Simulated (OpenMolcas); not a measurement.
A run on V2+ among 4 point charges of -2.5 e arranged as a tetrahedron (Td), 2.05 Å from the ion.

```
Program             : OpenMolcas
Method              : SS-CASPT2, IPEA 0.25 Eh, imaginary shift 0.1 Eh (closed shells correlated: 3s 3p)
Basis               : ANO-RCC-VDZP [5s4p2d1f]
Scalar Hamiltonian  : DKH2, point nucleus
Active space        : 3 electrons in 5 orbitals (3d)
State averaging     : 2S+1 = 4 even, 10 roots; 2S+1 = 2 even, 40 roots
Spin-orbit coupling : state interaction with AMFI integrals over the reference wave functions
```

First CASPT2 step and the start of its output:

```
&CASPT2
Multistate=10 1 2 3 4 5 6 7 8 9 10
NoMult
Frozen=5
IPEA=0.25
Imaginary=0.1
MaxIter=60
WThr=0.0 0.3 0.05
PrWF=0.5
NoMix
```

```
--- CASPT2 ---
Orbital specifications:
      -----------------------

      Symmetry species                           1
                                                 a
      Frozen orbitals                            5
      Inactive orbitals                          4
      Active orbitals                            5
      Secondary orbitals                        20
      Deleted orbitals                           0
      Number of basis functions                 34
Type of calculation                        SS-CASPT2
      Fock operator                              state-specific
      IPEA shift                                 0.25
      Real shift                                 0.00
      Imaginary shift                            0.10
      The input orbitals will be transformed to quasi-canonical
Reference energy:        -952.6247863995
      E2 (Non-variational):      -0.2587039949
      Shift correction:          -0.0037894696
      E2 (Variational):          -0.2624934644
      Total energy:            -952.8872798639
      Residual norm:              0.0000006694
      Reference weight:           0.86727
      Contributions to the CASPT2 correlation energy
      Active & Virtual Only:         -0.0320748566
      One Inactive Excited:          -0.1029400126
      Two Inactive Excited:          -0.1236891257
Reference energy:        -952.6247863995
      E2 (Non-variational):      -0.2591018441
      Shift correction:          -0.0043385675
      E2 (Variational):          -0.2634404116
      Total energy:            -952.8882268110
      Residual norm:              0.0000007073
      Reference weight:           0.85936
      Contributions to the CASPT2 correlation energy
      Active & Virtual Only:         -0.0324803031
...
```

Over all roots the printed reference weights run from 0.43 to 0.92, and roots that are degenerate in the reference spread by up to 3600 cm-1.

Problem. Did the run give usable levels, and if not, why?

Solution. No. The equations converged, but the reference weight falls to 0.43 for at least one root against 0.92 for the best. A drop of that size marks an intruder state, so the energies of such roots and the levels built on them can't be trusted.
